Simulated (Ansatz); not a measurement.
`BB(F)/C=C/C`. Charge 0, multiplicity 1. The geometry is a stationary point of PBE0-D4/def2-TZVP. It is one conformer, not always the lowest.

```xyz
13

B    -0.724   -2.858    0.250
B     0.070   -1.486   -0.323
F     0.993   -1.647   -1.289
C    -0.187   -0.047    0.183
C     0.478    1.002   -0.315
C     0.309    2.419    0.096
H    -0.313   -3.489    1.183
H    -1.750   -3.249   -0.232
H    -0.923    0.143    0.964
H     1.216    0.818   -1.096
H     1.257    2.830    0.459
H    -0.443    2.529    0.879
H     0.017    3.036   -0.761
```

What is the dipole moment at ωB97M-V/def2-TZVPP? (Best estimate.)

Computed: 1.90 D, with components (-0.31, 1.77, 0.62) D in this frame, pointing from negative to positive charge.

And with PBE, r2SCAN, B3LYP? (Best estimate.)

Computed: PBE 2.01 D, r2SCAN 2.03 D, B3LYP 1.98 D.

Give the Mulliken charges with ωB97M-V, PBE, r2SCAN in def2-TZVPP. (Best estimate.)

Computed: 
```json
{"atom": "B1", "ωB97M-V": "-0.24", "PBE": "-0.17", "r2SCAN": "-0.11"}
{"atom": "B2", "ωB97M-V": "0.33", "PBE": "0.32", "r2SCAN": "0.41"}
{"atom": "F3", "ωB97M-V": "-0.25", "PBE": "-0.22", "r2SCAN": "-0.28"}
{"atom": "C4", "ωB97M-V": "-0.21", "PBE": "-0.19", "r2SCAN": "-0.27"}
{"atom": "C5", "ωB97M-V": "-0.04", "PBE": "-0.02", "r2SCAN": "0.03"}
{"atom": "C6", "ωB97M-V": "-0.26", "PBE": "-0.20", "r2SCAN": "-0.10"}
{"atom": "H7", "ωB97M-V": "0.09", "PBE": "0.03", "r2SCAN": "0.01"}
{"atom": "H8", "ωB97M-V": "0.09", "PBE": "0.03", "r2SCAN": "0.01"}
{"atom": "H9", "ωB97M-V": "0.08", "PBE": "0.06", "r2SCAN": "0.05"}
{"atom": "H10", "ωB97M-V": "0.12", "PBE": "0.09", "r2SCAN": "0.08"}
{"atom": "H11", "ωB97M-V": "0.11", "PBE": "0.09", "r2SCAN": "0.06"}
{"atom": "H12", "ωB97M-V": "0.09", "PBE": "0.08", "r2SCAN": "0.04"}
{"atom": "H13", "ωB97M-V": "0.11", "PBE": "0.09", "r2SCAN": "0.06"}
```

B3LYP here is the variant with VWN-RPA as its local correlation; programs differ in this.
